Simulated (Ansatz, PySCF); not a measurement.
This Ansatz (a first-principles code) input computes a PBE0/def2-TZVPD energy:

Ansatz 0.2 input:
```yaml
crystal:
  periodic: [false, false, false]
  atoms:
    - {symbol: Ge, position_ang: [-0.01667653, -0.02374786, -0.02936325]}
    - {symbol: H, position_ang: [0.55173632, -0.94519677, 1.07018852]}
    - {symbol: H, position_ang: [-1.12441123, 0.88709926, 0.54024778]}
    - {symbol: H, position_ang: [1.10632396, 0.81802910, -0.67081224]}
basis:
  gaussian:
    orbitals: def2-TZVPD
hamiltonian:
  xc: {name: PBE0}
magnetization: {spin_polarized: true, initial_magnetization: 1}
output: {forces: true}
```

### Question
Write an input for the same energy in PySCF and say what it gives.

### Answer

```python
from pyscf import gto, scf, dft

mol = gto.M(
    atom='''
    Ge   -0.01667653   -0.02374786   -0.02936325
    H     0.55173632   -0.94519677    1.07018852
    H    -1.12441123    0.88709926    0.54024778
    H     1.10632396    0.81802910   -0.67081224
    ''',
    basis='def2-tzvpd',
    charge=0,
    spin=1,
    verbose=4,
)

mf = dft.UKS(mol, xc='pbe0').density_fit(auxbasis='def2-universal-jkfit')
mf.grids.level = 3
mf.conv_tol = 1e-9
mf.max_cycle = 100
mf.max_memory = 1500
mf.kernel()
if not mf.converged:
    mf = mf.newton()
    mf.kernel(mf.make_rdm1())
for _ in range(2):
    mo, _, stable, _ = mf.stability(return_status=True)
    if stable:
        break
    mf.kernel(mf.make_rdm1(mo, mf.mo_occ))
mf.analyze()
```
It gives -2078.48022 Eh, and Ansatz -2078.48016 Eh, a difference of 0.06 mEh, from the treatment of integrals and grids.
